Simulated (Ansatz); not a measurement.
C$_{2}$H$_{2}$F$_{6}$OTi (`FC(F)(F)C[O][Ti]([F])([F])[F]`), 12 atoms. Total charge 0; spin multiplicity 1. Correlated methods include outer-core shells of Ti, which these sets cover unevenly. Scalar relativity is left out up to krypton. Hardware: A = 4 threads of an AMD EPYC 7R13 on a shared host and a share of an NVIDIA H100 80 GB; B = 4 threads of an AMD EPYC 7R13 on a shared host. Correlated methods freeze the cores. Open-shell runs search over several starts.

Problem. Give the basis size and wall time and peak host memory of each of these runs in Ansatz. RHF-CCSD(T)/def2-TZVPP energy [A]; UHF-CCSD(T)/def2-TZVPP energy of the cation [A]; RKS PBE0-D4/def2-TZVP frequencies [A]; UKS ωB97M-V/def2-TZVPP energy of the cation [A]; RKS r2SCAN0-D4/def2-TZVPP energy [A]; RKS BLYP-D4/def2-TZVPP energy [A]; UHF-MP2/def2-QZVPP energy of the cation [A]; RHF-MP2/def2-QZVPP energy [A]; UKS PBE-D4/def2-TZVPP energy of the cation [A]; RKS ωB97M-V/def2-SVP energy [B]; RKS ωB97M-V/def2-QZVPP energy [A]; RKS PBE0-D4/def2-TZVP relaxation (21 steps) [A]. (An estimate is asked.)

Solution. Computed: Other jobs shared the machine, so times are rough.

| level | job | functions | wall time | peak host memory (GiB) |
| --- | --- | --- | --- | --- |
| RKS BLYP-D4/def2-TZVPP | energy [A] | 371 | 10 s | 0.89 |
| RHF-MP2/def2-QZVPP | energy [A] | 666 | 10 s | 1.3 |
| RKS ωB97M-V/def2-SVP | energy [B] | 167 | 12 s | 0.8 |
| RKS r2SCAN0-D4/def2-TZVPP | energy [A] | 371 | 13 s | 0.93 |
| UKS PBE-D4/def2-TZVPP | energy of the cation [A] | 371 | 17 s | 1 |
| UHF-MP2/def2-QZVPP | energy of the cation [A] | 666 | 19 s | 1.4 |
| RKS ωB97M-V/def2-QZVPP | energy [A] | 666 | 20 s | 1.4 |
| UKS ωB97M-V/def2-TZVPP | energy of the cation [A] | 371 | 26 s | 1.3 |
| RKS PBE0-D4/def2-TZVP | relaxation (21 steps) [A] | 336 | 55 s | 1 |
| RKS PBE0-D4/def2-TZVP | frequencies [A] | 336 | 2.1 min | 1 |
| RHF-CCSD(T)/def2-TZVPP | energy [A] | 371 | 3.7 min | 1.7 |
| UHF-CCSD(T)/def2-TZVPP | energy of the cation [A] | 371 | 5.5 min | 1.9 |
